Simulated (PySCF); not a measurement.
## Xe: excitation energy

Xe [Xe] (1S) → Xe [Kr] 4d10 5s2 5p5 6s1 (3P), as a difference of total energies. All numbers are calculated (PySCF 2.14, scalar relativity by spin-free X2C-1e, in aug-cc-pwCVTZ-DK3 with one added diffuse shell each of s, p, d, f type (11s10p8d5f1g, 125 functions)). The calculations carry no spin-orbit coupling.

| method | excitation energy (eV) |
| --- | --- |
| UHF | 8.047 |
| wB97M-V | 8.663 |
| BHandHLYP | 8.624 |
| wB97X | 8.847 |

The promoted electron is Rydberg-like, and one or two diffuse shells describe it only roughly, which tends to raise the upper state.
